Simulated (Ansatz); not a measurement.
**Two structures, one formula**

The two ends of one reaction step of Si2H7ClO, closed shell (PBE0-D4/def2-TZVP).

A:

```csv
atom,x (Å),y (Å),z (Å)
Si1,-0.4105,-0.4199,-1.8578
H2,1.0460,-0.5061,-2.0988
H3,-0.9247,-1.5658,-1.0810
H4,-0.7985,0.8782,-1.2636
Cl5,-1.3149,-0.5042,-3.7175
H6,1.8165,-0.2371,0.6091
O7,0.8627,-0.3043,0.6742
Si8,0.1095,0.4946,1.9149
H9,0.3174,1.9633,1.8136
H10,-1.3269,0.1691,1.7758
H11,0.6232,0.0320,3.2312
```

B:

```tsv
atom	x (Å)	y (Å)	z (Å)
Si1	-1.2108	-0.4486	-1.0902
H2	2.1998	-0.4122	-1.0513
H3	-0.6251	-1.7546	-1.4590
H4	-2.6749	-0.4217	-1.2823
Cl5	-0.3943	0.9633	-2.3381
H6	2.3715	-0.9188	-0.5298
O7	-0.8738	-0.0951	0.4509
Si8	0.0922	0.6165	1.5702
H9	0.8646	1.7212	0.9509
H10	-0.7726	1.1462	2.6518
H11	1.0233	-0.3962	2.1268
```

Computed with Ansatz 0.2.0 (basis: def2-TZVPP); correlated methods freeze the cores. B3LYP uses VWN-RPA correlation.

**Question.** Which structure is lower at CCSD(T), and by how much? (Judge from chemistry; the value comes from the calculation.)

**Answer.** Computed: B, by 0.916 eV (electronic energy, against the other). By their contacts, A is a complex of SiH₃Cl ([SiH3][Cl]) + SiH₄O ([OH][SiH3]) and B is a complex of Si₂H₅ClO ([SiH3][O][SiH2][Cl]) + H₂.

All methods give the same order:

```csv
method,E(B) − E(A) (eV)
SPW92,-0.781
PBE-D4,-0.831
BLYP-D4,-0.935
r2SCAN-D4,-0.940
B97M-V,-0.929
PBE0-D4,-0.855
B3LYP-D4,-0.945
r2SCAN0-D4,-0.937
BHLYP-D4,-0.978
CAM-B3LYP-D4,-0.941
wB97X-V,-0.905
wB97M-V,-0.910
B2PLYP,-0.929
PBE-QIDH,-0.904
RPA on PBE,-0.893
HF,-0.959
MP2,-0.984
CCSD,-0.909
CCSD(T),-0.916
```

T1 diagnostic: at most 0.011.

Labels in which every atom is bracketed show which atoms are joined, not bond orders.

For scale, one of the runs: CCSD(T)/def2-TZVPP, 255 basis functions, launched by `ansatz run in.yaml --threads 4 --pin off --events-out ev --progress --plain --max-ram 9574MiB`. The run took 88 s on 4 CPU threads of an Arm Neoverse V2 (shared host), with 5.2 GiB of host memory at its peak.
